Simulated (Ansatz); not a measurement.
The same molecule with X = F, Cl, Br. Ansatz, PBE0-D4/def2-TZVP geometries, multiplicity 1. Each molecule was computed in one conformer, which needn't be the lowest.

Scalar relativity is left out up to krypton.

| X | molecule | mean X–Al bond length / Å | HOMO–LUMO gap (PBE/def2-TZVPP) / eV | LUMO energy (ωB97M-V/def2-TZVPP) / eV | size of the dipole moment (PBE/def2-TZVPP) / D |
| --- | --- | --- | --- | --- | --- |
| F | `C[O][AlH][F]` | 1.649 | 5.75 | 1.11 | 1.14 |
| Br | `C[O][AlH][Br]` | 2.257 | 5.32 | 0.74 | 1.05 |

(1) Give the row for X = Cl, `C[O][AlH][Cl]`. (An estimate is asked.)

Answers

(1) Computed: 
```
 X         molecule  mean X–Al bond length / Å  HOMO–LUMO gap (PBE/def2-TZVPP) / eV  LUMO energy (ωB97M-V/def2-TZVPP) / eV  size of the dipole moment (PBE/def2-TZVPP) / D
Cl  `C[O][AlH][Cl]`                      2.097                                 5.44                                   0.86                                            1.04
```

From F to Br the mean X–Al bond length rises at each step, by 0.608 Å in all; the HOMO–LUMO gap (PBE/def2-TZVPP) falls at each step, by 0.43 eV in all; the LUMO energy (ωB97M-V/def2-TZVPP) falls at each step, by 0.37 eV in all. Bonds lengthen as the atom grows down the group. Dipoles are sizes alone, and their direction can turn along the series.

Spin–orbit coupling is left out; it splits and shifts lone-pair levels of the heavy atoms by tenths of an eV.
